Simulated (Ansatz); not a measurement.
Sn₂₇H₃₄, a nanocrystal cut from hexagonal tin. Total charge 0; singlet. Geometry r2SCAN-D4/def2-SVP.

Cartesian coordinates in Å:
```
Sn 2.109 1.618 4.740
Sn 1.503 3.420 2.685
Sn 3.621 3.746 0.867
Sn -2.971 2.338 3.090
Sn -0.790 2.530 1.317
Sn -1.388 4.319 -0.772
Sn 2.856 2.800 -1.661
Sn 0.856 4.607 -2.440
Sn -3.649 3.409 -2.148
Sn 2.627 -0.914 3.665
Sn 4.833 -0.923 1.923
Sn -1.852 -1.969 4.067
Sn -3.924 -0.293 3.207
Sn 0.340 -1.829 2.304
Sn -0.271 -0.021 0.220
Sn 3.986 -1.552 -0.678
Sn 1.921 0.144 -1.570
Sn -4.719 -1.085 0.641
Sn -2.561 -0.928 -1.164
Sn -3.148 0.880 -3.239
Sn 1.089 -0.652 -4.141
Sn -1.041 0.903 -5.098
Sn 0.865 -4.360 1.190
Sn 3.146 -4.218 -0.446
Sn -1.402 -5.248 -0.192
Sn -2.019 -3.464 -2.258
Sn 0.039 -3.254 -4.161
H 3.450 2.176 5.667
H 0.757 1.507 5.802
H 1.144 4.963 3.377
H 3.977 5.427 0.726
H 5.047 2.979 1.449
H -2.482 2.863 4.656
H -4.224 3.401 2.571
H -1.738 5.859 -0.068
H 4.192 2.890 -2.754
H 1.478 6.205 -2.262
H 0.415 4.421 -4.092
H -4.964 3.288 -1.040
H -4.106 4.525 -3.378
H 2.953 -2.017 4.956
H 5.670 0.578 1.991
H 5.938 -2.141 2.436
H -1.341 -1.517 5.650
H -2.406 -3.598 4.162
H -5.259 -0.393 4.298
H 5.318 -1.445 -1.774
H -6.006 -0.085 0.081
H -5.316 -2.701 0.677
H -4.573 0.321 -4.043
H 2.431 -0.548 -5.226
H -0.562 2.516 -5.455
H -1.595 0.205 -6.573
H 1.198 -5.452 2.488
H 4.415 -5.119 0.293
H 2.842 -4.943 -1.977
H -2.731 -5.316 0.903
H -1.157 -6.838 -0.809
H -3.448 -4.010 -3.065
H 1.246 -4.448 -3.888
H -0.620 -3.555 -5.725
```

In the def2 sets Sn takes a core potential; there is no spin–orbit coupling. B3LYP takes the VWN-RPA correlation. Single mean-field runs in def2-SVP, def2-TZVP are fitted with def2-universal-jkfit.

Q: Estimate the orbital energies around the gap (eV) in Ansatz with PBE-D4/def2-SVP, PBE-D4/def2-TZVP, B3LYP-D4/def2-SVP, PBE0-D4/def2-SVP, PBE0-D4/def2-TZVP.

A: 
```tsv
orbital	PBE-D4/def2-SVP	PBE-D4/def2-TZVP	B3LYP-D4/def2-SVP	PBE0-D4/def2-SVP	PBE0-D4/def2-TZVP
HOMO−5	-5.83	-5.90	-6.44	-6.65	-6.68
HOMO−4	-5.83	-5.90	-6.44	-6.65	-6.68
HOMO−3	-5.76	-5.83	-6.40	-6.58	-6.61
HOMO−2	-5.70	-5.76	-6.29	-6.51	-6.53
HOMO−1	-5.60	-5.67	-6.22	-6.40	-6.43
HOMO	-5.60	-5.67	-6.22	-6.40	-6.43
LUMO	-2.89	-3.00	-2.46	-2.29	-2.36
LUMO+1	-2.84	-2.95	-2.42	-2.17	-2.24
LUMO+2	-2.71	-2.83	-2.27	-2.09	-2.17
LUMO+3	-2.67	-2.78	-2.22	-2.09	-2.16
LUMO+4	-2.67	-2.78	-2.22	-2.09	-2.16
LUMO+5	-2.38	-2.53	-1.91	-1.73	-1.84
```
